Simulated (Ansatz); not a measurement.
Two isomers of CH6O3Si: A = `CO[SiH](O)O`, B = `OC(O)O[SiH3]`.

Gas-phase electronic energies from Ansatz, PBE0-D4/def2-TZVP geometries. CBS: MP2 limit from def2 TZ/QZ plus the TZ coupled-cluster correction, frozen cores. DFT in def2-TZVPP. B3LYP here is the variant with VWN-RPA as its local correlation; programs differ in this. One conformer a species, not always the lowest.

(1) Which is lower in electronic energy at CCSD(T)/CBS, and by how much? (Best estimate.)

(2) Give E(B) − E(A) in kcal/mol with PBE-D4, B2PLYP, PBE0-D4, ωB97M-V, B3LYP-D4, HF/def2-TZVPP, CCSD/def2-TZVPP. (Best estimate.)

Largest T1 diagnostic: 0.012.

Results:

(1) The calculation gave: A, by 73.6 kcal/mol.

(2) The calculation gave: PBE-D4 66.9, B2PLYP 73.0, PBE0-D4 68.8, ωB97M-V 71.1, B3LYP-D4 71.7, HF/def2-TZVPP 73.2, CCSD/def2-TZVPP 72.3. None reverses the order clearly.

From PBE to PBE0 (25 % exact exchange), in def2-TZVPP and without D4, E(B) − E(A) moves by +1.9 kcal/mol.
